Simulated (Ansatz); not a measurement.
System: sum formula SiN₃H₅Cl, net charge 0, doublet state. It need not be the lowest isomer of its formula. 
Structure (B3LYP-D3(BJ)/def2-TZVP (Ansatz, an electronic-structure program) minimum search):
SMILES: [Si](N)([NH])(N)Cl
```xyz
10

Si    -0.0870     0.2299    -0.2798
Cl     0.5025    -1.0837     1.2286
N      1.0870    -0.0587    -1.5364
N     -0.0612     1.7619     0.4522
N     -1.6425     0.0106    -0.9263
H      0.9969    -0.9662    -1.9991
H     -0.2603     2.5866    -0.0922
H      0.5801     1.9529     1.2046
H     -1.8701    -0.7408    -1.5559
H     -2.4539     0.3753    -0.4531
```
Charge 0, spin multiplicity 2.

Quantity: atomisation energy (electronic, to ground-state atoms), in kJ/mol. Correlated levels leave the core frozen unless marked. Open shells are spin-unrestricted. Spin-orbit coupling is left out. Non-relativistic. The coupled-cluster limit lacks core correlation, which all-electron functionals hold. CBS(X,Y): correlation extrapolated as X^-3; Hartree-Fock from the larger set.

| level | program | atomisation energy (kJ/mol) | minus last row |
|---|---|---|---|
| HSE06-D3(BJ)/def2-TZVPD | Ansatz + dftd3 | 3421.5 | -8.8 |
| CAM-B3LYP/def2-TZVPD | Ansatz | 3434.5 | 4.2 |
| B2GP-PLYP-D4/def2-TZVPD | Ansatz + dftd4 | 3369.9 | -60.4 |
| MP2/6-31G | Ansatz | 2486.4 | -943.9 |
| RI-MP2/CBS(cc-pV(T+d)Z,cc-pV(Q+d)Z) | Ansatz | 3481.2 | 50.9 |
| CCSD/6-31G | Ansatz | 2487.5 | -942.8 |
| CCSD(T)/CBS(cc-pV(T+d)Z,cc-pV(Q+d)Z) | Ansatz | 3430.3 | 0.0 |
